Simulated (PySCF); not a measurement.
Electric field gradients and quadrupole coupling constants

C5H9NO3Si.
Cartesian coordinates in Å at the GFN2-xTB level; atoms count from 1:
```
atom  x, y, z in Å
C1    -2.7362    0.6224    0.6976
C2    -1.2392    0.6092    0.5822
O3    -0.4995    0.6320    1.5365
C4    -0.7057    0.4939   -0.8276
C5    -0.2910   -0.9674   -1.0872
Si6    1.4733   -0.2206   -1.1974
C7     2.7407   -0.5367    0.2084
N8     2.3390   -0.2096    1.4474
O9     3.8399   -1.0003   -0.0345
O10    0.5513    1.1475   -0.9552
H11   -3.1694   -0.1430    0.0581
H12   -3.1021    1.5908    0.3597
H13   -3.0379    0.4685    1.7302
H14   -1.4023    0.9024   -1.5615
H15   -0.5316   -1.6367   -0.2664
H16   -0.7104   -1.3656   -2.0045
H17    2.0625   -0.2585   -2.5285
H18    1.4296    0.2016    1.6152
H19    2.9790   -0.3207    2.2199
```

Field gradients from the PBE0/pcSseg-1 density (PySCF, non-relativistic), principal values in atomic units, ordered |Vxx| ≤ |Vyy| ≤ |Vzz|:

| atom | Vxx | Vyy | Vzz |
| --- | --- | --- | --- |
| O3 | 0.5776 | 1.3261 | -1.9037 |
| N8 | 0.2990 | 0.5069 | -0.8060 |
| O9 | 0.7615 | 0.8715 | -1.6330 |
| O10 | -0.5552 | -1.1151 | 1.6703 |

Q: Find the asymmetry η = (Vxx − Vyy)/Vzz and the couplings χ = eQV/h (234.96 MHz × Q in barn × V in au), with Q(17O) = −0.0256 b, Q(14N) = 0.02044 b.

A: 
```
atom                          environment  nucleus     η  χzz (MHz)  χxx (MHz)  χyy (MHz)
  O3                        ketone oxygen      17O  0.39      11.45      -3.47      -7.98
  N8  nitrogen bound to a carbonyl carbon      14N  0.26     -3.871      1.436      2.435
  O9                      carbonyl oxygen      17O  0.07       9.82      -4.58      -5.24
 O10                   silyl ether oxygen      17O  0.34     -10.05       3.34       6.71
```

Q: What is Vzz at O3 in SI units (1 au = 9.71736 × 10²¹ V/m²)?

A: -1.9037 au = -18.499 × 10²¹ V/m².

Were the hydrogens deuterons (Q(2H) = 0.00286 b), χzz would run from 110 kHz (H17) to 275 kHz (H19).

Geometry: GFN2-xTB, one conformer, isolated molecule. GFN2-xTB bond lengths can be off by several hundredths of an ångström, more for odd bonds, and the gradients follow them. The basis is small and wasn't made for field gradients, so the couplings can be 20 % off.
